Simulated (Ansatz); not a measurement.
Calculated with Ansatz (gas phase, PBE0-D4/def2-TZVP geometries, no zero-point term in ΔE). CBS: MP2 limit from def2 TZ/QZ plus the TZ coupled-cluster correction, frozen cores. def2 core potentials past Kr. For In, Sn outer-core shells are correlated without core-valence functions, which leaves a few kJ/mol of doubt a bond. Each species was taken in one conformer, which may not be the lowest.

`[CH3][In]([CH3])[C](C)(C)C` + `[CH3][SnH]([NH2])[F]` → `[CH3][SnH]([F])[NH]C(C)(C)C` + `[CH3][InH][CH3]`  (substitution at a C–In bond)

```
                      species  CCSD(T)/CBS(def2) energy (Eh)
 `[CH3][In]([CH3])[C](C)(C)C`                     -427.15936
       `[CH3][SnH]([NH2])[F]`                     -410.22990
`[CH3][SnH]([F])[NH]C(C)(C)C`                     -567.27111
            `[CH3][InH][CH3]`                     -270.10972
```

**Question.** Work out ΔE.

**Answer.** ΔE = (-567.27111) + (-270.10972) − (-427.15936) − (-410.22990) = 0.00843 Eh = +5.3 kcal/mol.

Largest T1 diagnostic among the species: 0.013.

The D4 term adds −1.3 kcal/mol with B3LYP and −0.7 kcal/mol with PBE0; it sums over pairs of atoms, weighted by their polarisabilities, and B3LYP, whose exchange is more repulsive, gets the larger term. In def2-TZVPP, CCSD(T) changes the Hartree–Fock value by +3.1 kcal/mol (the triples alone add +0.3 kcal/mol) and MP2 by +5.1 kcal/mol. Leaving LDA and LC-ωPBE aside and taking each functional with its dispersion term where it has one, the values, not all of them listed here, spread over 4.7 kcal/mol, from B97M-V to B2PLYP. LDA lies −3.9 kcal/mol from PBE without D4.

B3LYP here is the variant with VWN-RPA as its local correlation; programs differ in this.
